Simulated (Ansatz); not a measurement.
Cu3O2. Charge 0, multiplicity 2. Geometry B3LYP-D4/def2-SVP.

```xyz
5

Cu    2.368    0.603    0.122
Cu   -1.589    0.072   -1.858
Cu   -0.237   -0.205    0.529
O    -1.833   -0.443   -0.177
O     1.292   -0.027    1.385
```

HSE06 is defined as in plane-wave codes, on full-range PBE exchange. Another isomer (doublet) lies 0.06 eV lower at PBE0-D4/def2-TZVP; other spin states weren't run for this one.

(1) Estimate the α-spin orbital energies around the gap (eV) in Ansatz with PBE-D4/def2-SVP, PBE-D4/def2-TZVP, r2SCAN-D4/def2-TZVP, PBE0-D4/def2-SVP, HSE06-D4/def2-TZVP.

## Answers

(1) 
| orbital | PBE-D4/def2-SVP | PBE-D4/def2-TZVP | r2SCAN-D4/def2-TZVP | PBE0-D4/def2-SVP | HSE06-D4/def2-TZVP |
| --- | --- | --- | --- | --- | --- |
| HOMO−5 | -5.58 | -6.12 | -6.17 | -6.99 | -7.03 |
| HOMO−4 | -5.41 | -5.96 | -6.11 | -6.85 | -6.93 |
| HOMO−3 | -5.29 | -5.88 | -5.99 | -6.80 | -6.89 |
| HOMO−2 | -4.95 | -5.46 | -5.53 | -6.42 | -6.46 |
| HOMO−1 | -4.78 | -5.29 | -5.52 | -6.32 | -6.40 |
| HOMO | -4.77 | -5.28 | -5.34 | -5.99 | -6.07 |
| LUMO | -3.41 | -3.81 | -3.54 | -2.42 | -3.13 |
| LUMO+1 | -3.10 | -3.50 | -3.21 | -2.04 | -2.76 |
| LUMO+2 | 0.18 | -0.34 | -0.06 | 1.14 | 0.28 |
| LUMO+3 | 1.06 | 0.44 | 0.86 | 2.18 | 1.12 |
| LUMO+4 | 1.44 | 0.90 | 1.29 | 2.27 | 1.50 |
| LUMO+5 | 1.67 | 0.96 | 1.30 | 2.37 | 1.68 |
| β HOMO | -4.64 | -5.13 | -5.15 | -5.65 | -5.79 |
| β LUMO | -3.98 | -4.48 | -4.26 | -2.70 | -3.45 |
